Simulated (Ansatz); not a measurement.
AlCl, charge -1, doublet, geometry from GFN2-xTB (such geometries of metal compounds can be far from the true shape) (a state made from the parent by changing its charge; the spin is typed, not shown lowest) (a gas-phase anion, which may not be bound at this level). Base run: R2SCAN/def2-TZVP (Ansatz, an electronic-structure program).

Geometry (Å):
```xyz
2

Al     0.0000     0.0000    -1.4050
Cl     0.0000     0.0000     1.0744
```
Charge -1, spin multiplicity 2.
Orbitals are unrestricted.
All else is at Ansatz's defaults.

Variants of this job, named by their change:

```
change                      E (Eh)  SCF-reference <S^2>
----------------------  ----------  -------------------
base                    -702.63976                0.764
functional = hf         -701.48251                0.782
functional = SVWN5      -700.17094                0.752
functional = PBE-QIDH   -702.25598                0.768
functional = blyp       -702.70251                0.754
functional = wB97X      -702.68482                0.758
functional = B2PLYP     -702.44969                0.762
functional = cam_b3lyp  -702.71709                0.758
functional = B97M-V     -702.51347                0.754
functional = pbe        -702.37672                0.756
functional = b3lyp      -702.73804                0.756
functional = wB97M-V    -702.65698                0.751
functional = B2GP-PLYP  -702.36145                0.765
```

Total energies compare only within one method and basis.

A gas-phase anion may not be bound at this level; its values then depend on the basis.
